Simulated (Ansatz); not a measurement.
Computed with Ansatz on PBE0-D4/def2-TZVP structures; ΔE is electronic, products minus reactants. CCSD(T)/CBS is the MP2 limit (def2-TZVPP, def2-QZVPP) plus CCSD(T) − MP2 in def2-TZVPP, frozen cores. This one scheme is used for every species. DFT in def2-TZVPP. HSE06 is defined as in plane-wave codes. For Mg outer-core shells are correlated without core-valence functions, which leaves a few kJ/mol of doubt a bond. Each species was taken in one conformer, which may not be the lowest.

Reaction (ligand exchange at a Mg–Cl bond): `[SiH3][N]([SiH3])[Mg][Cl]` + NH₃ → `[NH2][Mg][N]([SiH3])[SiH3]` + HCl

```tsv
level	ΔE (kcal/mol)
r2SCAN0-D4	35.9
HSE06-D4	35.0
ωB97X-V	34.7
ωB97M-V	34.4
HF/def2-SVP	40.4
CCSD/def2-SVP	35.9
HF/def2-TZVPP	38.8
MP2/def2-TZVPP	33.5
```

(1) What does CCSD(T)/CBS give? (Best estimate.)

Largest T1 diagnostic among the species: 0.010.

Results:

(1) Computed: +34.0 kcal/mol. The listed levels differ from it by 1.9, 1.0, 0.7, 0.4, 6.4, 1.9, 4.8, -0.5 kcal/mol.

From r2SCAN to r2SCAN0 (25 % exact exchange), in def2-TZVPP and without D4, ΔE moves by +0.9 kcal/mol. Leaving LDA and LC-ωPBE aside and taking each functional with its dispersion term where it has one, the values, not all of them listed here, spread over 3.2 kcal/mol, from BLYP-D4 to BHLYP-D4. LDA lies −1.5 kcal/mol from PBE without D4.
